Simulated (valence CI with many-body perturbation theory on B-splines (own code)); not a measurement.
## Ti II: electric-dipole lines

Method: relativistic CI+MBPT: three valence electrons over a frozen Dirac-Fock core [Ar], a basis of 7 s, 7 p, 8 d, 6 f, 4 g, 1 h functions for each j, with the one-electron correlation potential Σ1 (screened to all orders), the two-electron term Σ2, the three-electron term Σ3, Breit, model QED; selected single and double excitations, second order for the rest, scaled by the run's own slope (own B-spline code, finite nucleus).

Against 52 measured levels this calculation errs by 450 cm⁻¹ on average and by 1295 at most. These come from a selection out of the NIST Handbook of Basic Atomic Spectroscopic Data. Levels without a partner in it may be off by more, other configurations by 1,000 to 4,000 cm⁻¹.

Lines 351 to 400 of 421 in falling wavelength, among levels below 10.037 eV, chosen from the strongest by gf and those to the six lowest levels. Wavelengths and rates use the calculated energies, so an error of 400 cm⁻¹ moves a line at 264.5 nm by 1.1 % and its rate by three times that or more. Electric multipoles are in the length gauge, E1 and E2 with the static RPA response of the core. Weak lines are less certain than strong ones. Lines between different terms over intervals too small for the method are left out, as are lines whose strength nearly cancels. Where a level lies close to another of its J and parity, the split of strength between their lines is uncertain.

Names give the largest LS component (configuration and term), which can be under half, so a name can repeat, a term be missing and a line seem to break the LS rules; names also repeat where a configuration has a term twice. Letters in brackets count levels of one name in rising energy.

```
λ vac (nm)               Upper           Lower   A (s⁻¹)  S (a.u.) with core polarisation  S without
     264.5    3d²4d ⁴F_7/2 [a]   3d²4p ⁴F°_7/2  1.87e+08                         1.37e+01   1.39e+01
     264.2    3d²4d ⁴F_5/2 [a]   3d²4p ⁴F°_5/2  1.66e+08                         9.06e+00   9.22e+00
     263.9    3d²4d ⁴F_3/2 [a]   3d²4p ⁴F°_3/2  1.83e+08                         6.65e+00   6.77e+00
     256.4   3d²4p ⁴D°_1/2 [b]      3d³ ⁴F_3/2  5.73e+07                         9.53e-01   1.04e+00
     256.3   3d²4p ⁴D°_3/2 [b]      3d³ ⁴F_5/2  4.57e+07                         1.52e+00   1.66e+00
     255.8   3d²4p ⁴D°_3/2 [b]      3d³ ⁴F_3/2  1.15e+07                         3.81e-01   4.15e-01
     255.4   3d²4p ⁴D°_7/2 [b]      3d³ ⁴F_9/2  5.00e+07                         3.29e+00   3.59e+00
     255.3   3d²4p ⁴D°_5/2 [b]      3d³ ⁴F_5/2  1.00e+07                         4.93e-01   5.38e-01
     254.8   3d²4p ⁴D°_5/2 [b]      3d³ ⁴F_3/2  5.46e+05                         2.68e-02   2.92e-02
     247.4  3d4s4p ²F°_7/2 [b]  3d³ ²D_5/2 [b]  6.08e+07                         3.64e+00   3.92e+00
     231.2  3d4s4p ²F°_5/2 [a]    3d²4s ²G_7/2  2.92e+08                         1.07e+01   1.16e+01
     230.4  3d4s4p ²F°_7/2 [a]    3d²4s ²G_9/2  2.91e+08                         1.40e+01   1.53e+01
     228.4  3d4s4p ²D°_3/2 [b]    3d4s² ²D_3/2  3.02e+08                         7.10e+00   7.85e+00
     228.2  3d4s4p ²D°_5/2 [b]    3d4s² ²D_5/2  2.98e+08                         1.05e+01   1.16e+01
     226.6  3d4s4p ²D°_5/2 [a]    3d²4s ²D_5/2  1.70e+08                         5.87e+00   6.41e+00
     226.2  3d4s4p ²D°_3/2 [a]    3d²4s ²D_3/2  1.61e+08                         3.67e+00   4.01e+00
     221.6   3d²5p ²F°_5/2 [a]    3d4s² ²D_3/2  2.42e+08                         7.80e+00   8.59e+00
     221.5   3d²5p ²F°_7/2 [a]    3d4s² ²D_5/2  2.50e+08                         1.07e+01   1.18e+01
     220.8      3d4s4p ⁴P°_5/2    3d²4s ⁴P_5/2  1.75e+08                         5.59e+00   6.09e+00
     207.5  3d4s4p ²F°_5/2 [b]    3d4s² ²D_3/2  3.68e+08                         9.73e+00   1.07e+01
     207.4  3d4s4p ²F°_7/2 [b]    3d4s² ²D_5/2  4.02e+08                         1.42e+01   1.55e+01
     205.2  3d4s4p ²P°_1/2 [b]    3d4s² ²D_3/2  6.54e+08                         5.58e+00   6.11e+00
     204.9  3d4s4p ²P°_3/2 [b]    3d4s² ²D_5/2  5.71e+08                         9.69e+00   1.06e+01
     204.2   3d²5p ²D°_3/2 [a]    3d4s² ²D_3/2  3.27e+08                         5.49e+00   6.01e+00
     204.0   3d²5p ²D°_5/2 [a]    3d4s² ²D_5/2  2.69e+08                         6.76e+00   7.40e+00
     194.1      3d4s4p ⁴D°_3/2    3d²4s ⁴F_5/2  1.51e+08                         2.18e+00   2.38e+00
     194.1      3d4s4p ⁴D°_5/2    3d²4s ⁴F_7/2  1.77e+08                         3.83e+00   4.18e+00
     193.9      3d4s4p ⁴D°_1/2    3d²4s ⁴F_3/2  4.12e+08                         2.96e+00   3.23e+00
     193.9      3d4s4p ⁴D°_7/2    3d²4s ⁴F_9/2  2.60e+08                         7.48e+00   8.16e+00
     193.7      3d4s4p ⁴D°_3/2    3d²4s ⁴F_3/2  1.85e+08                         2.66e+00   2.90e+00
     193.6      3d4s4p ⁴F°_3/2    3d²4s ⁴F_5/2  2.09e+08                         3.00e+00   3.27e+00
     193.6      3d4s4p ⁴D°_5/2    3d²4s ⁴F_5/2  1.55e+08                         3.33e+00   3.63e+00
     193.4      3d4s4p ⁴F°_5/2    3d²4s ⁴F_7/2  1.86e+08                         3.99e+00   4.36e+00
     193.3      3d4s4p ⁴D°_7/2    3d²4s ⁴F_7/2  1.04e+08                         2.97e+00   3.25e+00
     193.2      3d4s4p ⁴F°_3/2    3d²4s ⁴F_3/2  2.08e+07                         2.96e-01   3.24e-01
     193.2      3d4s4p ⁴D°_5/2    3d²4s ⁴F_3/2  1.57e+07                         3.36e-01   3.67e-01
     193.2      3d4s4p ⁴F°_7/2    3d²4s ⁴F_9/2  1.24e+08                         3.52e+00   3.84e+00
     192.9      3d4s4p ⁴F°_5/2    3d²4s ⁴F_5/2  2.36e+07                         5.02e-01   5.49e-01
     192.8      3d4s4p ⁴D°_7/2    3d²4s ⁴F_5/2  9.71e+06                         2.75e-01   3.00e-01
     192.6      3d4s4p ⁴F°_5/2    3d²4s ⁴F_3/2  9.06e+06                         1.92e-01   2.10e-01
     192.6      3d4s4p ⁴F°_7/2    3d²4s ⁴F_7/2  5.80e+07                         1.64e+00   1.79e+00
     192.2      3d4s4p ⁴F°_9/2    3d²4s ⁴F_9/2  1.45e+08                         5.08e+00   5.55e+00
     192.1      3d4s4p ⁴F°_7/2    3d²4s ⁴F_5/2  1.36e+07                         3.82e-01   4.18e-01
     191.6      3d4s4p ⁴F°_9/2    3d²4s ⁴F_7/2  1.33e+07                         4.60e-01   5.03e-01
     188.4  3d4s4p ²D°_5/2 [a]    3d²4s ⁴F_5/2  1.82e+06                         3.61e-02   3.95e-02
     188.0  3d4s4p ²D°_3/2 [a]    3d²4s ⁴F_3/2  2.44e+06                         3.20e-02   3.50e-02
     173.6  3d4s4p ²F°_5/2 [b]    3d²4s ²G_7/2  1.43e+08                         2.22e+00   2.34e+00
     172.8  3d4s4p ²F°_7/2 [b]    3d²4s ²G_9/2  1.37e+08                         2.79e+00   2.94e+00
     156.1  3d4s4p ²D°_3/2 [b]    3d²4s ²F_5/2  3.27e+08                         2.46e+00   2.50e+00
     156.1  3d4s4p ²D°_5/2 [b]    3d²4s ²F_7/2  3.12e+08                         3.51e+00   3.56e+00
```
